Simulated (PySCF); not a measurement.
[(E)-but-2-enyl]silane (C₄H₁₀Si), SMILES C/C=C/C[SiH3].

Geometry optimised at PBE-D3(BJ)/def2-SVP. One conformer was computed; it need not be the lowest.

Calculation: PBE-D3(BJ)/def2-SVP in PySCF 2.14.0.

Frequencies are harmonic and unscaled.

```csv
mode,ν (cm⁻¹),IR (km/mol),moving atoms (share of kinetic energy)
1,67,0.1,"C 43 %, H 35 %, Si 22 %"
2,137,0.1,"H 66 %, C 27 %"
3,139,0.2,"H 81 %, C 14 %"
4,204,2.3,"H 73 %, C 26 %"
5,274,1.9,"C 55 %, H 44 %"
6,300,5.8,"C 53 %, H 34 %, Si 13 %"
7,455,1.3,"C 51 %, H 43 %"
8,499,6.7,H 89 %
9,593,10.9,"H 63 %, C 23 %, Si 14 %"
10,685,9.0,"H 44 %, C 40 %, Si 15 %"
11,780,15.5,"H 59 %, C 36 %"
12,818,28.6,"H 56 %, C 40 %"
13,886,229.3,"H 90 %, Si 10 %"
14,896,20.3,"H 65 %, C 34 %"
15,911,25.7,H 97 %
16,914,40.0,H 97 %
17,960,28.2,H 93 %
18,1011,0.1,"H 62 %, C 38 %"
19,1033,8.0,"H 75 %, C 25 %"
20,1075,7.2,"C 61 %, H 39 %"
21,1132,12.6,"H 62 %, C 38 %"
22,1149,12.6,"H 56 %, C 43 %"
23,1272,3.5,"H 78 %, C 22 %"
24,1272,4.1,"H 77 %, C 23 %"
25,1344,1.0,"H 74 %, C 26 %"
26,1372,7.7,"H 88 %, C 12 %"
27,1398,7.1,H 96 %
28,1410,9.7,H 95 %
29,1696,0.4,C 92 %
30,2150,124.3,H 98 %
31,2162,97.8,H 96 %
32,2171,95.2,H 96 %
33,2952,34.1,H 97 %
34,2968,10.6,H 95 %
35,3017,13.5,"H 91 %, C 9 %"
36,3030,2.1,"H 91 %, C 9 %"
37,3048,1.5,"H 92 %, C 8 %"
38,3055,14.4,"H 92 %, C 8 %"
39,3065,34.8,"H 91 %, C 9 %"
```
